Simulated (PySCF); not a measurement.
## Dipole response of Ir²⁺ (iridium, charge +2)

[Xe] 4f14 5d7, high-spin 4F determinant. Calculation: PySCF 2.14, in aug-cc-pwCVTZ-PP with ECP60MDF; scalar relativity through the core potential. Coupled (time-dependent) response in atomic units; α is the mean over directions.

```csv
method,mean α (bohr³),C₆ (like pair),S(−4)
MN15,10.68,68.70,29.91
```

S(−4) is the Cauchy moment in α(ω) = α(0) + S(−4) ω² + …

Spin-orbit coupling is absent.

α(iu) at MN15:

```tsv
u (hartree)	α(iu) (bohr³)
0	10.68
0.0500	10.61
0.100	10.39
0.200	9.675
0.300	8.781
0.500	7.093
0.750	5.499
1.00	4.363
1.50	2.909
2.00	2.057
3.00	1.163
5.00	0.5048
```

A single London oscillator, α(iu) = α/(1 + u²/ω²), gives C₆ = (3/4) ω α². Matching the computed C₆ needs ω = 4 × 68.70 / (3 × 10.68²) = 0.803 hartree.

For an ion, C₆ is the dispersion term alone; charge-induced terms of lower order in 1/R come first.

Energies and moments cover only the electrons outside the core potential. Spin-orbit coupling, absent here, splits the open shell strongly.
